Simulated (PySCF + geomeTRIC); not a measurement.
All values below come from TPSS-D3(BJ)/def2-SVP (PySCF + geomeTRIC). fastk is a local helper that only speeds up exchange builds. No frequencies were computed at this level.

```python
import json, numpy as np
from pyscf import gto, dft
from fastk import lowrank_exchange
atoms = """
Zr    -0.036922     0.041167    -0.103623
Cl    -1.452963     1.431664     1.044644
Cl    -0.168216     0.735687    -2.285022
N     -0.688951    -1.826514     0.209118
H     -0.240361    -2.702509    -0.073709
H     -1.318655    -2.043942     0.989058
N      1.885274     0.196885     0.436319
H      2.630938     0.267765    -0.264406
H      2.316877    -0.117114     1.310109
"""
def scf(charge, spin, dm0=None):
    mol = gto.M(atom=atoms, basis='def2-svp', ecp={'Zr': 'def2-svp'}, charge=charge, spin=spin, verbose=3, max_memory=10080)
    mf = dft.KS(mol, xc='tpss').density_fit(auxbasis="def2-universal-jkfit")
    mf.disp = 'd3bj'
    mf.grids.level = 3
    mf.conv_tol = 1e-8
    mf.max_cycle = 120
    mf.level_shift = 0.25
    mf.kernel(dm0)
    if not mf.converged:
        mf = mf.newton().run(mf.mo_coeff, mf.mo_occ).undo_soscf()
    return mf
mf = scf(0, 0)
from pyscf.geomopt.geometric_solver import kernel as optimize
path = []
done, mol = optimize(mf, maxsteps=120, assert_convergence=False, callback=lambda env: path.append((env["energy"], bool(env["g_scanner"].converged))))
res = dict(converged=bool(done and path[-1][1]), energy=path[-1][0], path=[e for e, c in path], xyz=mol.atom_coords(unit="Angstrom").tolist(), nao=mol.nao)
json.dump(res, open("result.json", "w"))
```

Output:

```
converged SCF energy = -1079.29569423138
Geometry optimization cycle 1
converged SCF energy = -1079.29569422027
cycle 1: E = -1079.29569422  dE = -1079.3  norm(grad) = 0.0470858
Geometry optimization cycle 2
converged SCF energy = -1079.30202125587
cycle 2: E = -1079.30202126  dE = -0.00632704  norm(grad) = 0.0200396
Geometry optimization cycle 3
converged SCF energy = -1079.3041623812
cycle 3: E = -1079.30416238  dE = -0.00214113  norm(grad) = 0.0117639
Geometry optimization cycle 4
converged SCF energy = -1079.30555340963
cycle 4: E = -1079.30555341  dE = -0.00139103  norm(grad) = 0.0107291
Geometry optimization cycle 5
converged SCF energy = -1079.30616399649
cycle 5: E = -1079.306164  dE = -0.000610587  norm(grad) = 0.00530111
Geometry optimization cycle 6
converged SCF energy = -1079.30647253506
cycle 6: E = -1079.30647254  dE = -0.000308539  norm(grad) = 0.00324295
Geometry optimization cycle 7
converged SCF energy = -1079.30671656938
cycle 7: E = -1079.30671657  dE = -0.000244034  norm(grad) = 0.00467145
Geometry optimization cycle 8
converged SCF energy = -1079.3069734563
cycle 8: E = -1079.30697346  dE = -0.000256887  norm(grad) = 0.00526048
Geometry optimization cycle 9
converged SCF energy = -1079.30710149636
cycle 9: E = -1079.3071015  dE = -0.00012804  norm(grad) = 0.00317435
Geometry optimization cycle 10
converged SCF energy = -1079.30714982712
cycle 10: E = -1079.30714983  dE = -4.83308e-05  norm(grad) = 0.00110754
Geometry optimization cycle 11
converged SCF energy = -1079.30716583667
cycle 11: E = -1079.30716584  dE = -1.60096e-05  norm(grad) = 0.000939689
Geometry optimization cycle 12
converged SCF energy = -1079.30717941341
cycle 12: E = -1079.30717941  dE = -1.35767e-05  norm(grad) = 0.000985304
Geometry optimization cycle 13
converged SCF energy = -1079.30718556966
cycle 13: E = -1079.30718557  dE = -6.15625e-06  norm(grad) = 0.000620691
Geometry optimization cycle 14
converged SCF energy = -1079.30718729788
cycle 14: E = -1079.3071873  dE = -1.72822e-06  norm(grad) = 0.000353464
Geometry optimization cycle 15
converged SCF energy = -1079.30718595924
cycle 15: E = -1079.30718596  dE = 1.33864e-06  norm(grad) = 0.000747774
Geometry optimization cycle 16
converged SCF energy = -1079.30718807717
cycle 16: E = -1079.30718808  dE = -2.11794e-06  norm(grad) = 0.00093416
Geometry optimization cycle 17
converged SCF energy = -1079.30719036929
cycle 17: E = -1079.30719037  dE = -2.29211e-06  norm(grad) = 0.000608709
Geometry optimization cycle 18
converged SCF energy = -1079.30719184109
cycle 18: E = -1079.30719184  dE = -1.4718e-06  norm(grad) = 0.000352952
Geometry optimization cycle 19
converged SCF energy = -1079.30719304418
cycle 19: E = -1079.30719304  dE = -1.20309e-06  norm(grad) = 0.000302716
Geometry optimization cycle 20
converged SCF energy = -1079.30719371707
cycle 20: E = -1079.30719372  dE = -6.72892e-07  norm(grad) = 0.0002904
<class 'geometric.internal.Distance'> : 8
<class 'geometric.internal.Angle'> : 10
<class 'geometric.internal.OutOfPlane'> : 2
<class 'geometric.internal.Dihedral'> : 12
<class 'geometric.internal.TranslationX'> : 1
<class 'geometric.internal.TranslationY'> : 1
<class 'geometric.internal.TranslationZ'> : 1
<class 'geometric.internal.RotationA'> : 1
<class 'geometric.internal.RotationB'> : 1
<class 'geometric.internal.RotationC'> : 1
Step    0 : Gradient = 1.570e-02/2.861e-02 (rms/max) Energy = -1079.2956942203
Step    1 : Displace = 9.231e-02/1.358e-01 (rms/max) Trust = 1.000e-01 (=) Grad = 6.680e-03/1.140e-02 (rms/max) E (change) = -1079.3020212559 (-6.327e-03) Quality = 0.695
Step    2 : Displace = 4.070e-02/5.625e-02 (rms/max) Trust = 1.000e-01 (=) Grad = 3.921e-03/7.181e-03 (rms/max) E (change) = -1079.3041623812 (-2.141e-03) Quality = 1.403
Step    3 : Displace = 5.864e-02/8.772e-02 (rms/max) Trust = 1.414e-01 (+) Grad = 3.576e-03/7.120e-03 (rms/max) E (change) = -1079.3055534096 (-1.391e-03) Quality = 1.300
Step    4 : Displace = 4.471e-02/6.187e-02 (rms/max) Trust = 2.000e-01 (+) Grad = 1.767e-03/2.612e-03 (rms/max) E (change) = -1079.3061639965 (-6.106e-04) Quality = 1.368
Step    5 : Displace = 3.286e-02/4.661e-02 (rms/max) Trust = 2.828e-01 (+) Grad = 1.081e-03/1.567e-03 (rms/max) E (change) = -1079.3064725351 (-3.085e-04) Quality = 1.410
Step    6 : Displace = 3.336e-02/5.327e-02 (rms/max) Trust = 3.000e-01 (+) Grad = 1.557e-03/3.441e-03 (rms/max) E (change) = -1079.3067165694 (-2.440e-04) Quality = 1.454
Step    7 : Displace = 4.719e-02/7.376e-02 (rms/max) Trust = 3.000e-01 (=) Grad = 1.753e-03/3.877e-03 (rms/max) E (change) = -1079.3069734563 (-2.569e-04) Quality = 1.245
Step    8 : Displace = 2.615e-02/4.015e-02 (rms/max) Trust = 3.000e-01 (=) Grad = 1.058e-03/2.240e-03 (rms/max) E (change) = -1079.3071014964 (-1.280e-04) Quality = 1.246
Step    9 : Displace = 1.007e-02/1.798e-02 (rms/max) Trust = 3.000e-01 (=) Grad = 3.692e-04/6.156e-04 (rms/max) E (change) = -1079.3071498271 (-4.833e-05) Quality = 1.195
Step   10 : Displace = 6.029e-03/1.027e-02 (rms/max) Trust = 3.000e-01 (=) Grad = 3.132e-04/5.482e-04 (rms/max) E (change) = -1079.3071658367 (-1.601e-05) Quality = 1.226
Step   11 : Displace = 9.616e-03/1.504e-02 (rms/max) Trust = 3.000e-01 (=) Grad = 3.284e-04/5.951e-04 (rms/max) E (change) = -1079.3071794134 (-1.358e-05) Quality = 1.008
Step   12 : Displace = 8.502e-03/1.430e-02 (rms/max) Trust = 3.000e-01 (=) Grad = 2.069e-04/3.896e-04 (rms/max) E (change) = -1079.3071855697 (-6.156e-06) Quality = 0.756
Step   13 : Displace = 6.257e-03/1.056e-02 (rms/max) Trust = 3.000e-01 (=) Grad = 1.178e-04/1.715e-04 (rms/max) E (change) = -1079.3071872979 (-1.728e-06) Quality = 0.315
Step   14 : Displace = 6.611e-03/1.321e-02 (rms/max) Trust = 3.000e-01 (=) Grad = 2.493e-04/3.723e-04 (rms/max) E (change) = -1079.3071859592 (+1.339e-06) Quality = -0.191
Step   15 : Displace = 3.075e-03/6.043e-03 (rms/max) Trust = 3.306e-03 (-) Grad = 3.114e-04/5.260e-04 (rms/max) E (change) = -1079.3071880772 (-2.118e-06) Quality = 0.223
Step   16 : Displace = 1.448e-03/2.461e-03 (rms/max) Trust = 1.538e-03 (-) Grad = 2.029e-04/3.291e-04 (rms/max) E (change) = -1079.3071903693 (-2.292e-06) Quality = 0.672
Step   17 : Displace = 1.573e-03/2.911e-03 (rms/max) Trust = 1.538e-03 (=) Grad = 1.177e-04/2.069e-04 (rms/max) E (change) = -1079.3071918411 (-1.472e-06) Quality = 0.382
Step   18 : Displace = 1.545e-03/2.758e-03 (rms/max) Trust = 1.538e-03 (=) Grad = 1.009e-04/2.006e-04 (rms/max) E (change) = -1079.3071930442 (-1.203e-06) Quality = 0.236
Step   19 : Displace = 8.021e-04/1.206e-03 (rms/max) Trust = 7.688e-04 (-) Grad = 9.680e-05/1.969e-04 (rms/max) E (change) = -1079.3071937171 (-6.729e-07) Quality = 0.206
Converged! =D
```

Cost: around 13 core-minutes (rough).
